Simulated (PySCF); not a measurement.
Start geometry of 2-ethynylpyridine, `C#Cc1ccccn1` from GFN2-xTB (Å):
```
atom  x, y, z in Å
C1     3.235   -0.710   -0.414
C2     2.059   -0.520   -0.271
C3     0.671   -0.269   -0.103
C4     0.221    1.035    0.130
C5    -1.137    1.240    0.290
C6    -1.994    0.151    0.212
C7    -1.443   -1.100   -0.026
N8    -0.152   -1.312   -0.179
H9     4.262   -0.886   -0.541
H10    0.926    1.851    0.180
H11   -1.524    2.233    0.472
H12   -3.059    0.270    0.333
H13   -2.068   -1.981   -0.101
```

What comes out of this run: PBE0/def2-SVP geometry optimisation, gas phase in PySCF?

```
atom  x, y, z in Å
C1     3.2339   -0.7498   -0.5166
C2     2.0435   -0.5673   -0.3764
C3     0.6381   -0.3197   -0.2057
C4     0.1860    0.9891    0.0324
C5    -1.1783    1.2002    0.1945
C6    -2.0404    0.1095    0.1148
C7    -1.4893   -1.1508   -0.1256
N8    -0.1905   -1.3692   -0.2828
H9     4.2864   -0.9251   -0.6436
H10    0.9022    1.8108    0.0864
H11   -1.5632    2.2058    0.3810
H12   -3.1193    0.2270    0.2359
H13   -2.1397   -2.0310   -0.1938
```

The energy falls by 0.051 eV over 3 energy and gradient evaluations, the largest force component goes from 0.0205 to 4.3e-04 Eh/bohr, and the atoms move by 0.025 Å rms after alignment. The bond that changes most is C1–H9 (terminal alkyne carbon to alkyne hydrogen), which lengthens by 0.025 Å. Bonds longer at the end by more than 0.005 Å: 13 of 13; shorter: 0. Rotational constants go from 5943, 1606, 1264 to 5879, 1578, 1244 MHz. The orientation of the end geometry is arbitrary; only internal coordinates are fixed.

The run used 137 basis functions and 23 SCF cycles in all.

Not checked by PBE0/def2-SVP frequencies.
